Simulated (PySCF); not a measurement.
# C₆ coefficients of unlike pairs at PBE

Calculated with PySCF 2.14 from the dipole response of each species, C₆(A,B) = (3/π) ∫ α_A(iu) α_B(iu) du, in atomic units, from isotropic polarisabilities. For ions this is the dispersion term alone; charge-induced terms of lower order in 1/R come first.

```csv
species,configuration,basis,relativity,α (bohr³),C₆ (like pair)
C,[He] 2s2 2p2 (3P),dyall-acv3z (15s9p4d2f),none,13.32,54.28
O³⁺,[He] 2s2 2p1 (2P),aug-cc-pwCVQZ (9s8p6d4f2g),none,1.350,1.260
F³⁺,[He] 2s2 2p2 (3P),"x2c-QZVPPall with one added diffuse shell each of s, p, d, f type (8s5p4d3f1g)",spin-free X2C,0.9362,0.8454
Ne²⁺,[He] 2s2 2p4 (3P),dyall-acv3z (15s9p4d2f),spin-free X2C,0.8669,1.103
```

Estimate C₆ for O³⁺ with C.

The integral gives 7.673. The combination rule 2 C_A C_B / (C_A α_B/α_A + C_B α_A/α_B) gives 7.627 and the geometric mean 8.269.

No spin-orbit coupling is included.

The other pairs:

```csv
pair,C₆
"F³⁺, C",5.850
"F³⁺, O³⁺",1.019
"Ne²⁺, F³⁺",0.9545
"Ne²⁺, C",6.056
"Ne²⁺, O³⁺",1.123
```
